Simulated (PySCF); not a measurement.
C6H13NSi.
Geometry (GFN2-xTB, Å), atoms numbered from 1 in this order:
```xyz
21
C6H13NSi angstrom
C     -1.382   -2.101   -0.113
C     -1.339   -0.973    0.570
C     -1.394    0.389   -0.039
C     -0.137    1.209    0.283
C     -0.270    2.609   -0.305
Si     1.453    0.360   -0.347
N      1.890   -0.752    0.892
C      2.015   -1.990    0.956
H     -1.334   -3.065    0.367
H     -1.476   -2.109   -1.187
H     -1.244   -0.992    1.649
H     -1.511    0.305   -1.122
H     -2.271    0.918    0.352
H     -0.070    1.305    1.372
H     -0.333    2.567   -1.391
H     -1.169    3.103    0.065
H      0.589    3.221   -0.040
H      2.587    1.285   -0.331
H      1.228   -0.144   -1.710
H      1.852   -2.679    0.123
H      2.307   -2.448    1.898
```

Computed at PBE0/pcSseg-1 (PySCF, non-relativistic), with Q(14N) = 0.02044 b: N7, 14N (I = 1): χzz = -4.931 MHz, η = 0.788.

**Question.** Where would the pure quadrupole (NQR) lines of 14N at N7 fall for the rigid, isolated species?

**Answer.** From ν± = (3/4)|χ|(1 ± η/3) and ν0 = |χ|η/2: ν+ 4.669 MHz, ν− 2.727 MHz, ν0 1.942 MHz (C=N nitrogen).

In a crystal, neighbours and librations shift these lines. GFN2-xTB bond lengths can be off by several hundredths of an ångström, more for odd bonds, and the gradients follow them. The small basis limits the accuracy of the gradients.

The run behind these numbers computed NMR shieldings as well. Time: 40 s; peak memory 0.96 GiB. Hardware: Arm Neoverse V2, one thread, on a shared host.

One conformer stands for the species.
